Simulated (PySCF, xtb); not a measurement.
## Relative energy of two isomers of C4H2B−

We compare X, `[C-]#CB1C=C1`, a singlet, with Y, `BC#CC#[C-]`, a singlet. Both are isolated ions in the gas phase, relaxed with PBE0-D3(BJ)/def2-SVPD.

X (Å):

| atom | x (Å) | y (Å) | z (Å) |
| --- | --- | --- | --- |
| C | 0.6519 | 0.1004 | 1.1616 |
| C | -0.3567 | -0.5827 | 0.8497 |
| C | -2.7991 | -1.6552 | -0.3086 |
| C | -2.4527 | -2.5835 | 0.6029 |
| B | -1.5389 | -1.3832 | 0.4837 |
| H | -3.6034 | -1.5065 | -1.0374 |
| H | -2.8439 | -3.5418 | 0.9614 |

Y (Å):

```xyz
7

C    -1.5927   -1.7015    0.5326
C    -2.6293   -1.1805    0.0667
C    -3.7466   -0.6192   -0.4354
C    -4.7936   -0.0934   -0.9060
B    -0.3734   -2.3138    1.0802
H     0.0637   -3.3633    0.6443
H     0.2466   -1.7952    1.9908
```

Energies in hartree; the thermal terms are from PBE0-D3(BJ)/def2-SVPD harmonic frequencies (ideal gas, rigid rotor, one conformer each, 200 K, 1 atm) and include the zero-point energy:

```
                               X           Y
E, CCSD(T)/def2-SVPD  −177.718470  −177.717008
    E, MP2/def2-SVPD  −177.660258  −177.658859
  E, MP2/def2-TZVPPD  −177.950839  −177.951626
   zero-point energy     0.040616     0.036873
        H(200 K) − E     0.043989     0.040658
        G(200 K) − E     0.024143     0.020509
```

Problem. Correct the CCSD(T) difference for the basis set by the MP2 change, then work out ΔE, ΔE₀, ΔH and ΔG for X → Y in kJ/mol (1 Eh = 2625.50 kJ/mol) and the equilibrium ratio [Y]/[X].

Solution. 1. Differences Y − X: CCSD(T) +0.001462, MP2 in the small set +0.001399, MP2 in the large set −0.000787 Eh.
2. ΔE = +0.001462 + (−0.000787 − (+0.001399)) = −0.000724 Eh = −1.90 kJ/mol.
3. ΔE₀ = ΔE + ΔZPE = −0.000724 + (−0.003743) Eh = −11.73 kJ/mol.
4. ΔH = ΔE + (−0.003331) Eh = −10.65 kJ/mol.
5. ΔG = ΔE + (−0.003634) Eh = −11.44 kJ/mol, so ΔS = (ΔH − ΔG)/T = +4.0 J/(mol K).
6. kT = 0.6334 mEh, so K = [Y]/[X] = exp(−ΔG/kT) = exp(+6.88) ≈ 970.

The sums favour Y, but ΔE leans on the basis-set step (CCSD(T) alone has the other sign or is under 1 kcal/mol), so the order isn't settled. An error of 4 kJ/mol in ΔG would change K by a factor of 11. Mirror images and further conformers aren't counted.

As drawn, Y has 1 C≡C, 1 C–C, 2 B–H in place of 2 C–B, 1 C=C, 2 C–H. Structure X has a 3-membered ring, Y no ring.

Other levels gave ΔE = −150.0 (GFN2-xTB); −30.5 (HF/STO-3G, GFN2-xTB geometries); −4.2 (r2SCAN-D4/def2-SVPD, GFN2-xTB geometries); +11.8 (PBE0-D3(BJ)/def2-SVPD); +21.9 (HF/def2-SVPD); +3.7 (MP2/def2-SVPD); +3.8 (CCSD(T)/def2-SVPD) kJ/mol. The correlated steps freeze 5 core orbitals. Programs: PySCF 2.14.0, xtb 6.7.1.
